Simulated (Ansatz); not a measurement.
B(H)(NCO)(OMe) (C₂H₄BNO₂), SMILES COBN=C=O.

Geometry optimised at B3LYP-D3(BJ)/def2-SVP. This is a generated structure with no PubChem entry under its InChIKey; it may be hypothetical. The values are those of a single conformer.

Two levels are set side by side: PBE/def2-SVPD (Ansatz, a quantum-chemistry and plane-wave program) and PBE0/def2-SVPD (Ansatz). Energy differences of separate SCF runs at the same geometry; the states with an electron removed or added have multiplicity 2 and 2. Differences are taken from unrounded values.

```tsv
quantity	PBE0
vertical ionisation energy (eV)	10.76
vertical singlet–triplet gap (eV)	5.70
```

Problem. What does PBE give, and how far is it from PBE0? (An estimate is asked for; the answer gives what the named calculation found.)

Solution. 
```tsv
quantity	PBE	PBE minus PBE0
vertical ionisation energy (eV)	10.29	-0.47
vertical singlet–triplet gap (eV)	5.26	-0.44
```
